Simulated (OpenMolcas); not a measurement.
**Computed transition rates of Ce2+**

| Property | Result |
| --- | --- |
| Program | OpenMolcas 26.06 |
| Method | SS-CASPT2, IPEA 0.25 Eh, imaginary shift 0.1 Eh (closed shells correlated: 5s 5p) |
| Basis | ANO-RCC-VTZP [8s7p5d3f2g1h] |
| Scalar Hamiltonian | DKH2, point nucleus |
| Active space | 2 electrons in 7 orbitals (4f) |
| State averaging | 2S+1 = 3 even, 21 roots; 2S+1 = 1 even, 28 roots |
| Spin-orbit coupling | RASSI with atomic mean-field integrals over the reference wave functions, term energies averaged over their components |

Rates come from the transition moments of the reference wave functions (E1 and E2 in the length form). At fixed line strength A goes as λ^-3 for E1 and M1 and as λ^-5 for E2, so a rate at the computed wavelength can be rescaled to the measured one. Measured vacuum wavelengths follow from level energies in Martin, Zalubas and Hagan, Atomic Energy Levels: The Rare-Earth Elements, NSRDS-NBS 60 (1978). Branching counts decays inside the model space alone, at computed energies, and the table is only a selection of the E2 and M1 lines, drawn from those between levels with measured partners whose computed energy lies within a factor of 1.5 of the measured one.

| Upper | Lower | Type | λ computed (nm) | λ measured (nm) | A computed (s-1) | A rescaled (s-1) | Branching % |
| --- | --- | --- | --- | --- | --- | --- | --- |
| 4f² ¹S₀ | 4f² ¹D₂ | E2 | 367.8 | 499.9 | 5.48e+00 | 1.18e+00 | 51.6 |
| 4f² ¹S₀ | 4f² ³P₁ | M1 | 447.5 | 612.9 | 4.88e+00 |  | 46.0 |
| 4f² ¹D₂ | 4f² ³F₃ | M1 | 913.9 | 1239 | 6.60e-01 |  | 58.5 |
| 4f² ¹D₂ | 4f² ³F₂ | M1 | 832.5 | 1102 | 4.51e-01 |  | 40.0 |
| 4f² ³P₂ | 4f² ¹D₂ | M1 | 1746 | 2231 | 3.64e-01 |  | 61.6 |
| 4f² ¹I₆ | 4f² ³H₆ | M1 | 623.6 | 699.6 | 2.64e-01 |  | 49.8 |
| 4f² ¹I₆ | 4f² ³H₅ | M1 | 561.9 | 629.2 | 2.59e-01 |  | 48.7 |
| 4f² ³P₀ | 4f² ³F₂ | E2 | 610.7 | 812.4 | 2.13e-01 | 5.11e-02 | 100.0 |
| 4f² ¹S₀ | 4f² ³P₂ | E2 | 466 | 644.3 | 1.35e-01 |  | 1.3 |
| 4f² ¹S₀ | 4f² ³F₂ | E2 | 255.1 | 343.9 | 1.29e-01 |  | 1.2 |
| 4f² ³P₁ | 4f² ¹D₂ | M1 | 2064 | 2711 | 1.27e-01 |  | 38.5 |
| 4f² ³H₆ | 4f² ³H₅ | M1 | 5678 | 6255 | 1.23e-01 | 9.20e-02 | 100.0 |
| 4f² ³H₅ | 4f² ³H₄ | M1 | 5954 | 6543 | 1.22e-01 | 9.19e-02 | 100.0 |
| 4f² ³P₁ | 4f² ³F₃ | E2 | 633.4 | 850.4 | 1.15e-01 | 2.64e-02 | 35.0 |
| 4f² ³P₁ | 4f² ³F₂ | E2 | 593.2 | 783.6 | 7.72e-02 | 1.92e-02 | 23.4 |
| 4f² ³P₂ | 4f² ³F₃ | M1 | 599.9 | 796.6 | 5.57e-02 |  | 9.4 |
| 4f² ³P₂ | 4f² ³F₃ | E2 | 599.9 | 796.6 | 4.27e-02 | 1.03e-02 | 7.2 |
| 4f² ³F₃ | 4f² ³F₂ | M1 | 9344 | 9980 | 3.12e-02 | 2.56e-02 | 89.7 |
| 4f² ³P₂ | 4f² ³P₁ | M1 | 11330 | 12600 | 8.85e-03 | 6.43e-03 | 1.5 |
| 4f² ³P₁ | 4f² ³F₂ | M1 | 593.2 | 783.6 | 7.89e-03 |  | 2.4 |
| 4f² ³P₂ | 4f² ³F₂ | E2 | 563.7 | 737.7 | 7.58e-03 | 1.97e-03 | 1.3 |
| 4f² ³F₃ | 4f² ³H₄ | M1 | 1829 | 2099 | 3.50e-03 |  | 10.1 |
| 4f² ³P₂ | 4f² ³F₂ | M1 | 563.7 | 737.7 | 3.19e-03 |  | 0.5 |
| 4f² ³P₁ | 4f² ³P₀ | M1 | 20690 | 22140 | 2.02e-03 | 1.65e-03 | 0.6 |
| 4f² ³F₂ | 4f² ³H₄ | E2 | 2274 | 2658 | 1.03e-04 | 4.72e-05 | 100.0 |

Spin-changing lines and M1 lines between different terms are not rescaled, since their strength hangs on the term gaps too.

The largest correction is for 4f² ¹S₀ → 4f² ¹D₂ (E2): 5.48e+00 × (367.8 / 499.9)^5 = 1.18e+00 s-1, a factor of 0.22.

The computed order of these levels differs from the measured one in 1 place, and where term gaps are wrong the rates of spin-changing lines can be off by large factors.

These are rates of the free ion; in crystals, glasses and complexes forced electric-dipole and non-radiative decay shorten such lifetimes by orders of magnitude. No measured rate stands beside these. Rescaling mends the energy factor alone: line strengths can still be far off where a level mixes with configurations outside the active space, and weak or spin-changing lines hang on small mixing coefficients that depend on the term gaps too, so rescaling need not improve them.

Term energies are means over components that CASPT2 splits; among the terms shown or strongly mixed into the levels shown the widest spread is 910 cm-1 (4f² ¹I). Over all roots computed the reference weight is 0.84 to 0.92; the roots of lowest weight are the least certain, and an intruder state may touch them. Some terms miss by over 15 % even with CASPT2, which points to a basis or an active space too small for the shells correlated. Measured partners are found by configuration, term and J. A level has none where our copy of the source lacks it or the pairing is in doubt (some pairs that miss far off the trend of their configuration count as doubtful). Only configurations of the active space appear.
